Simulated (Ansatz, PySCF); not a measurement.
TaO₂F, SMILES [O]=[Ta](=[O])[F], multiplicity 1. Atoms are numbered in the order given.

```xyz
4

Ta    -0.0177     0.1895     0.0000
O     -0.8160    -0.4723     1.3977
O     -0.8160    -0.4723    -1.3977
F      1.8125    -0.3311     0.0000
```

Geometry optimised at B3LYP-D3(BJ)/def2-TZVP. The multiplicity is an assumed one; other spin states were not compared. The def2 effective core potentials stand for the cores of Ta; spin–orbit coupling is left out.

Two levels are set side by side: PBE-D3(BJ)/def2-TZVP (Ansatz, a program for electronic structure) and B3LYP-D3(BJ)/def2-TZVP (Ansatz). Each level has its own optimised geometry; the coordinates shown are those of the second. Frequencies come from the Hessian of PySCF at each geometry. Differences are taken from unrounded values.

| quantity | B3LYP-D3(BJ) |
|---|---|
| mean bond length (Å) | 1.795 |
| bond Ta1–O2 (Å) | 1.740 |
| bond Ta1–O3 (Å) | 1.740 |
| bond Ta1–F4 (Å) | 1.903 |
| highest harmonic wavenumber (cm⁻¹) | 990 |
| mean harmonic wavenumber (cm⁻¹) | 552 |
| zero-point energy (kcal/mol) | 4.73 |

What does PBE-D3(BJ) give, and how far is it from B3LYP-D3(BJ)? (The exact figures need the calculation; the answer reports its results.)


| quantity | PBE-D3(BJ) | PBE-D3(BJ) minus B3LYP-D3(BJ) |
|---|---|---|
| mean bond length (Å) | 1.800 | 0.005 |
| bond Ta1–O2 (Å) | 1.748 | 0.008 |
| bond Ta1–O3 (Å) | 1.748 | 0.008 |
| bond Ta1–F4 (Å) | 1.902 | -0.001 |
| highest harmonic wavenumber (cm⁻¹) | 958 | -32 |
| mean harmonic wavenumber (cm⁻¹) | 542 | -10 |
| zero-point energy (kcal/mol) | 4.65 | -0.08 |
